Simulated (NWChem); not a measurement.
Program: NWChem. System: H₂GeO, charge 1, spin multiplicity 2, at the geometry of a parent with another charge or spin, in a state set for the comparison that need not be this species' ground state. Its SCF solution wasn't tested for a lower state. Level: UMP2/def2-QZVP, 10 core orbitals frozen.

Job file:

```
start mol
memory heap 200 mb stack 900 mb global 1100 mb
charge 1
geometry units angstroms nocenter noautoz
  Ge     0.243104     0.308776     0.000000
  H      1.466764    -0.754150     0.000000
  O     -1.060820    -0.912330     0.000000
  H     -0.759540    -1.828036     0.000000
  symmetry group Cs
end
basis spherical
  * library def2-qzvp
end
scf
  uhf
  nopen 1
  maxiter 100
  thresh 1e-7
  semidirect memsize 60000000 filesize 0
  # guess.movecs holds the orbitals of an unrestricted PBE0 run
  vectors input guess.movecs output mol.movecs
end
mp2
  freeze core 10
end
task mp2 energy
```

NWChem printed:

```
             Northwest Computational Chemistry Package (NWChem) 7.3.0
             --------------------------------------------------------

                                NWChem Input Module
                                -------------------

 Scaling coordinates for geometry "geometry" by  1.889725989
 (inverse scale =  0.529177249)

 Turning off AUTOSYM since
 SYMMETRY directive was detected!

                             Geometry "geometry" -> ""
                             -------------------------

 Output coordinates in angstroms (scale by  1.889725989 to convert to a.u.)

  No.       Tag          Charge          X              Y              Z
 ---- ---------------- ---------- -------------- -------------- --------------
    1 Ge                  32.0000     0.24310400     0.30877600     0.00000000
    2 H                    1.0000     1.46676400    -0.75415000     0.00000000
    3 O                    8.0000    -1.06082000    -0.91233000     0.00000000
    4 H                    1.0000    -0.75954000    -1.82803600     0.00000000

 Effective nuclear repulsion energy (a.u.)      99.7314835142

            Nuclear Dipole moment (a.u.)
            ----------------------------
        X                 Y               Z
 ---------------- ---------------- ----------------
    -0.0000151178     0.0000113384     0.0000000000

      Symmetry information
      --------------------

 Group name             Cs
 Group number              2
 Group order               2
 No. of unique centers     4

      Symmetry unique atoms

     1    2    3    4


 Summary of "ao basis" -> "" (spherical)
 ------------------------------------------------------------------------------
       Tag                 Description            Shells   Functions and Types
 ---------------- ------------------------------  ------  ---------------------
 *                         def2-qzvp                  on all atoms

 Summary of "ao basis" -> "ao basis" (spherical)
 ------------------------------------------------------------------------------
       Tag                 Description            Shells   Functions and Types
 ---------------- ------------------------------  ------  ---------------------
 Ge                        def2-qzvp                25       75   11s7p4d2f1g
 H                         def2-qzvp                10       30   4s3p2d1f
 O                         def2-qzvp                17       57   7s4p3d2f1g

                                 NWChem SCF Module
                                 -----------------

  ao basis        = "ao basis"
  functions       =   192
  atoms           =     4
  alpha electrons =    21
  beta  electrons =    20
  charge          =   1.00
  wavefunction    = UHF
  use symmetry    = T
  symmetry adapt  = T

 Summary of "ao basis" -> "ao basis" (spherical)
 ------------------------------------------------------------------------------
       Tag                 Description            Shells   Functions and Types
 ---------------- ------------------------------  ------  ---------------------
 Ge                        def2-qzvp                25       75   11s7p4d2f1g
 H                         def2-qzvp                10       30   4s3p2d1f
 O                         def2-qzvp                17       57   7s4p3d2f1g

      Symmetry analysis of basis
      --------------------------

        a'        127
        a"         65

 Forming initial guess at       0.3s

   Symmetry analysis of molecular orbitals - initial alpha
[...]
 -----------   ------   -------------------------------------------------------
    1 Ge  32    15.12   0.95 -0.02  0.07  0.46  0.47  0.13  0.56  0.36  0.20  0.38  0.08  2.98  0.02  2.04  0.95  0.15  0.24  0.02  4.18  0.72  0.13  0.04  0.01  0.01  0.00
    2 H    1     0.26   0.02  0.07  0.12  0.02  0.00  0.00  0.01  0.00  0.00  0.00
    3 O    8     4.28   0.54  0.00  0.34  0.11  0.22  0.50  0.21  0.61  0.80  0.77  0.18  0.00  0.00  0.01  0.00  0.00  0.00
    4 H    1     0.34   0.05  0.15  0.09  0.00  0.00  0.02  0.02  0.00  0.01  0.00

   Mulliken analysis of the spin density
   -------------------------------------

    Atom       Charge   Shell Charges
 -----------   ------   -------------------------------------------------------
    1 Ge  32     0.59   0.00 -0.00  0.00  0.00 -0.00  0.00  0.01 -0.01  0.06  0.13  0.01  0.00  0.00  0.00 -0.01  0.12  0.24  0.02 -0.01  0.00  0.01  0.01  0.00  0.00  0.00
    2 H    1     0.41   0.04  0.15  0.20  0.02 -0.00  0.00 -0.00  0.00  0.00  0.00
    3 O    8    -0.00   0.00  0.00 -0.00 -0.00  0.00  0.00 -0.00  0.00  0.00 -0.00 -0.00  0.00  0.00  0.00  0.00  0.00  0.00
    4 H    1     0.01   0.00  0.01  0.00  0.00  0.00  0.00  0.00  0.00  0.00  0.00

       Multipole analysis of the density wrt the origin
       ------------------------------------------------

     L   x y z        total         alpha         beta         nuclear
     -   - - -        -----         -----         ----         -------
     0   0 0 0      1.000000    -21.000000    -20.000000     42.000000

     1   1 0 0      1.099849      0.119728      0.980136     -0.000015
     1   0 1 0      0.181488     -0.305693      0.487169      0.000011
     1   0 0 1      0.000000      0.000000      0.000000      0.000000

     2   2 0 0    -15.467612    -33.785370    -30.327980     48.645738
     2   1 1 0     -0.405271    -18.064717    -19.575754     37.235200
     2   1 0 1      0.000000      0.000000      0.000000      0.000000
     2   0 2 0    -10.441039    -32.013432    -27.066181     48.638574
     2   0 1 1      0.000000     -0.000000      0.000000      0.000000
     2   0 0 2    -13.712019     -7.438566     -6.273453      0.000000

                   NWChem MP2 Semi-direct Energy/Gradient Module
                   ---------------------------------------------

  Basis functions       =    192
  Molecular orbitals    =    192
  Frozen core           =     10
  Frozen virtuals       =      0
  Active alpha occupied =     11
  Active beta occupied  =     10
  Active alpha virtual  =    171
  Active beta virtual   =    172
  Use MO symmetry       = T
  Use skeleton AO sym   = T

  AO/Fock/Back tols     =   1.0D-09  1.0D-09  1.0D-09

 GA uses MA = F    GA memory limited = T

 Available:
  local mem=  1.26D+08
 global mem=  1.44D+08
 local disk=  0.00D+00
  mp2_memr nvloc                   171
  nvloc new                   171
   1 passes of  11:        7340032                     230610                 115992418.
   1 passes of  11: M    126141522           G      144105472           F     118801490.

 Semi-direct pass number   1 of   1  for UHF alpha       at      235.7s
  vrange nnbf                 18127
  mp2_eaftype                   442  avail_ma_in_mb                  1099
 EAF : mp2_eaftype filesize         442   57996209.
  mp2_eaf for mointskh                    442
Node 0 wrote    272.8 Mb in      0.3 s     Agg I/O rate:   823.0 Mb/s
 Done moints_semi at      295.6s
  mp2_eaftype                   442  avail_ma_in_mb                   657
 EAF : mp2_eaftype filesize         442   57996209.
  mp2_eaf for kh                   442
 Done maket at      297.3s
 Done multipass loop at      297.3s

 GA uses MA = F    GA memory limited = T

 Available:
  local mem=  1.26D+08
 global mem=  1.44D+08
 local disk=  0.00D+00
  mp2_memr nvloc                   172
  nvloc new                   172
   1 passes of  10:        7340032                     217308                 106069698.
   1 passes of  10: M    126141522           G      144105472           F     118801490.

 Semi-direct pass number   1 of   1  for UHF beta        at      297.6s
  vrange nnbf                 18127
  mp2_eaftype                   404  avail_ma_in_mb                  1099
 EAF : mp2_eaftype filesize         404   53034849.
  mp2_eaf for mointskh                    404
Node 0 wrote    249.4 Mb in      0.3 s     Agg I/O rate:   814.7 Mb/s
 Done moints_semi at      355.5s
  mp2_eaftype                   404  avail_ma_in_mb                   695
 EAF : mp2_eaftype filesize         404   53034849.
  mp2_eaf for kh                   404
 Done maket at      356.9s
 Done multipass loop at      356.9s

          -------------------------------------------
          SCF energy               -2151.154072353225
          Correlation energy          -0.523083648786
          Singlet pairs                0.000000000000
          Triplet pairs                0.000000000000
          Total MP2 energy         -2151.677156002012
          -------------------------------------------

          ---------------------------------------------------
                    Spin Component Scaled (SCS) MP2
          Same spin pairs                     -0.145861514171
          Same spin scaling factor             0.333333333333
          Opposite spin pairs                 -0.377222134615
          Opposite spin scaling fact.          1.200000000000
          SCS-MP2 correlation energy          -0.501287066262
          Total SCS-MP2 energy             -2151.655359419487
          ---------------------------------------------------

 -----------------------
 Performance information
 -----------------------

 Timer overhead =  1.37D-07 seconds/call

               Nr. of calls         CPU time (s)                 Wall time (s)                GFlops
             ---------------    -------------------     ------------------------------   -------------------
Name         Min   Avg   Max    Min     Avg     Max     Min     Avg     Max   Mx/calls   Min     Max     Sum
mp2: moin     2     2     2   1.18E+2 1.18E+2 1.18E+2  1.18E+2 1.18E+2 1.18E+2  59.      0.0     0.0     0.0
mp2: make     2     2     2    3.1     3.1     3.1      3.1     3.1     3.1     1.6      0.0     0.0     0.0
mp2: tota     1     1     1   1.22E+2 1.22E+2 1.22E+2  1.22E+2 1.22E+2 1.22E+2 1.22E+2   0.0     0.0     0.0

 The average no. of pstat calls per process was 5.00D+00
 with a timing overhead of 6.84D-07s

 Task  times  cpu:      356.9s     wall:      356.9s

 Total times  cpu:      356.9s     wall:      356.9s
```
